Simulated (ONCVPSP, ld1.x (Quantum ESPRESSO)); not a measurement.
# Potentials for sulfur compared

Generated with ld1.x 7.5 (TM, RRKJ, ultrasoft, PAW), atompaw 4.2 or ONCVPSP 4.0.1. The cutoff is in Ry: for ld1.x and atompaw files where the sum of valence levels is converged to 10 mRy in a Bessel basis, for ONCV files where the hardest occupied wave has 1 mHa per electron of residual kinetic energy. The error is the largest all-electron minus pseudo excitation energy over each file’s own four to seven test configurations (ionisations up to +4, promotions, holes and added fractions of an electron), all of which were solved. The labels leave out finer settings (local radius, basis sizes, second energies), which also bear on the numbers. Spin-polarised tests are not counted. The rows are a selection from randomly drawn settings: files with unsolved tests, undetermined cutoffs or missed reference levels are left out.

A true bound ghost makes a file unfit for plane-wave use even where its test errors are small: the radial tests pick states by their node count and pass the ghost by.

| potential | cutoff (Ry) | largest error (meV) | bound ghosts |
| --- | --- | --- | --- |
| ONCV, PBE, non-relativistic, rc 1.45/1.25 (sp), local smoothed, core correction yes, reference 3s2 3p3.5, qcut 4/5.8, projectors 2/2 | 81 | +38 | none |
| TM, PBEsol, scalar-relativistic, rc 1.30/1.30 (sp), local smoothed, core correction yes, reference 3s2 3p4 | 50 | +250 | none |
| TM, LDA (PZ), scalar-relativistic, rc 1.05/1.30/1.35 (spd), local smoothed, core correction no, reference 3s1.75 3p4.25 | 70 | +634 | none |
| ONCV, PBE, scalar-relativistic, rc 0.85/0.85/0.70 (spd), local smoothed, core correction yes, reference 2s2 2p6 3s2 3p4, qcut 13.9/17.5/14.3, projectors 2/2/2 | 240 | -686 | none |
| ONCV, BLYP, scalar-relativistic, rc 0.70/0.70 (sp), local smoothed, core correction yes, reference 2s2 2p6 3s2 3p3.5, qcut 22.8/21.2, projectors 2/2 | 333 | +6.1 | none |
| ONCV, PW91, scalar-relativistic, rc 0.75/0.85/0.90 (spd), local smoothed, core correction no, reference 2s2 2p6 3s2 3p4, qcut 12.2/15.3/12.5, projectors 2/3/2 | 234 | +732 | none |
| ONCV, Wu-Cohen, non-relativistic, rc 1.40/1.45/1.50 (spd), local smoothed, core correction yes, reference 3s2 3p3, qcut 5.6/5.3/7.6, projectors 3/2/2 | 27 | +30 | s |

Problem. Fill in the row for S: RRKJ, LDA (PZ), scalar-relativistic, rc 1.35/1.55 (sp), local s, core correction no, reference 3s2 3p4.

Solution. cutoff 45 Ry, largest error +403 meV, bound ghosts: none.
